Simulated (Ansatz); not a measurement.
`[F][AlH][SeH]` + H₂S → `[F][AlH][SH]` + H₂Se at 700 K and 1 bar (ligand exchange at the Al–Se bond).

Isolated molecules relaxed with PBE0-D4/def2-TZVP in Ansatz; ΔE leaves out vibrations. CCSD(T)/CBS adds triple-zeta CCSD(T) − MP2 to the extrapolated MP2 energy (def2 sets, frozen cores). This one scheme is used for every species. For Se outer-core shells are correlated without core-valence functions, which leaves a few kJ/mol of doubt a bond. Scalar relativity is left out up to krypton. Each species was taken in one conformer, which may not be the lowest.

| species | CCSD(T)/CBS energy (Eh) | H − E (kJ/mol) | S (J/(mol·K)) |
| --- | --- | --- | --- |
| `[F][AlH][SeH]` | -2743.83001 | 94.9 | 375.3 |
| H₂S | -398.97279 | 64.8 | 236.9 |
| `[F][AlH][SH]` | -740.90186 | 96.9 | 360.5 |
| H₂Se | -2401.89790 | 61.1 | 251.1 |

H − E and S are ideal-gas, rigid-rotor, harmonic terms from PBE0-D4/def2-TZVP, for one conformer and one mirror image of each species. 1 Eh = 2625.50 kJ/mol, R = 8.31446 J/(mol·K).

Q: By hand: ΔE, ΔH, ΔS and ΔG.

A: ΔE = (-740.90186) + (-2401.89790) − (-2743.83001) − (-398.97279) = 0.00304 Eh = 8.0 kJ/mol. Δ(H − E) = 96.9 + 61.1 − 94.9 − 64.8 = -1.7, so ΔH = 6.3 kJ/mol. ΔS = 360.5 + 251.1 − 375.3 − 236.9 = -0.6 J/(mol·K). ΔG = 6.3 − 700 × (-0.6)/1000 = 6.7 kJ/mol.

Q: By hand: the equilibrium constant, and the temperature at which ΔG would vanish if ΔH and ΔS stayed fixed.

A: log₁₀ K = −ΔG/(RT ln 10) = -0.5. ΔH and −TΔS have one sign here, so there is no such temperature.

The number of gas molecules stays the same, so ΔS is small and ΔH decides. A doubt of 5 kJ/mol in ΔE shifts log₁₀ K by 0.4 here. Other conformers and mirror images would add mixing entropy, several J/(mol·K) or more a flexible species. These are equilibria of isolated gas molecules and say nothing of rates. Largest T1 diagnostic: 0.012 (customary marks: 0.02 for closed shells, 0.045 for open ones).

ΔS is within the doubt of such terms, so its sign, and with it that verdict, could turn.
